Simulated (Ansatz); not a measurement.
One change: `[NH2][W](=[O])(=[O])[OH]` becomes `[NH2][W](=[O])(=[O])[F]`.

Ansatz, PBE0-D4/def2-TZVP geometries, multiplicity 1. Each molecule was computed in one conformer, which needn't be the lowest.

Elements past krypton have def2 core potentials.

| property | `[NH2][W](=[O])(=[O])[OH]` |
| --- | --- |
| HOMO energy (PBE/def2-TZVPP) / eV | -7.08 |
| HOMO–LUMO gap (B3LYP/def2-TZVPP) / eV | 6.72 |
| LUMO energy (PBE/def2-TZVPP) / eV | -2.18 |
| HOMO–LUMO gap (ωB97M-V/def2-TZVPP) / eV | 11.70 |
| zero-point energy (PBE0-D4/def2-TZVP) / kJ/mol | 118.4 |
| HOMO energy (PBE0/def2-TZVPP) / eV | -8.55 |

Task: What does the change do to each property? (Best estimate.)

Result: Computed: 
```
                                      property  `[NH2][W](=[O])(=[O])[F]`  shift
             HOMO energy (PBE/def2-TZVPP) / eV                      -7.47  -0.39
         HOMO–LUMO gap (B3LYP/def2-TZVPP) / eV                       6.90   0.18
             LUMO energy (PBE/def2-TZVPP) / eV                      -2.49  -0.31
       HOMO–LUMO gap (ωB97M-V/def2-TZVPP) / eV                      11.94   0.24
zero-point energy (PBE0-D4/def2-TZVP) / kJ/mol                       90.5  -27.9
            HOMO energy (PBE0/def2-TZVPP) / eV                      -9.05  -0.50
```

With PBE0 the HOMO falls by 0.50 eV and the LUMO falls by 0.33 eV, so the gap widens by about 0.17 eV. PBE moves the HOMO by -0.39 eV and ωB97M-V by -0.51 eV. The zero-point energy changes by -27.9 kJ/mol with -3 modes.

B3LYP here is the variant with VWN-RPA as its local correlation; programs differ in this.
